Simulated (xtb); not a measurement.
octafluoropropane (C₃F₈), SMILES FC(C(F)(F)C(F)(F)F)(F)F. All values are semi-empirical tight-binding results from xtb (GFN2-xTB unless named), good for trends rather than for accurate numbers. Geometry: GFN2-xTB.

Optimised geometry:

```xyz
11

F      1.3612    -1.0837     0.9985
C      1.3009     0.0001     0.2334
F      1.3469     1.0680     1.0216
F      2.3703     0.0156    -0.5490
C      0.0000     0.0000    -0.6254
F     -0.0005     1.0845    -1.4183
F      0.0005    -1.0845    -1.4183
C     -1.3009    -0.0001     0.2334
F     -1.3469    -1.0680     1.0216
F     -2.3703    -0.0156    -0.5490
F     -1.3612     1.0837     0.9985
```
Charge 0, spin multiplicity 1.

The geometry has at least one imaginary mode, so it is a saddle point at that level.

- point group as xtb finds it = C2v
- orbital gap = 11.55 eV
- dipole moment = 0.02 D
- static polarisability (D4 model) = 50.4 bohr³
- solvation energy, GFN2-xTB/ALPB(water) = 2.3 kcal/mol
- solvation energy, GFN2-xTB/ALPB(ether) = 0.7 kcal/mol

Question: Give the IR lines (harmonic; lines under 4 % of the strongest left out, lines within 3 cm⁻¹ merged). (Estimate from the structure and the level; the computed values follow.)

Answer: ν (cm⁻¹): 482 (w), 645 (w), 947 (m), 1077 (m), 1105 (w), 1113 (w), 1141 (vs), 1146 (s), 1160 (m) (against the strongest line: vs over 80 %, s over 45 %, m over 15 %, w over 4 %, vw less)

Question: Give the atomic charges and the Wiberg bond orders between heavy atoms. (Estimate from the structure and the level; the computed values follow.)

Answer: charges (e) F1 -0.16, C2 0.49, F3 -0.16, F4 -0.15, C5 0.31, F6 -0.16, F7 -0.16, C8 0.49, F9 -0.16, F10 -0.15, F11 -0.16. Bond orders F1–C2 0.98, C2–F3 0.98, C2–F4 0.98, C2–C5 0.89, C5–F6 0.98, C5–F7 0.98, C5–C8 0.89, C8–F9 0.98, C8–F10 0.98, C8–F11 0.98.
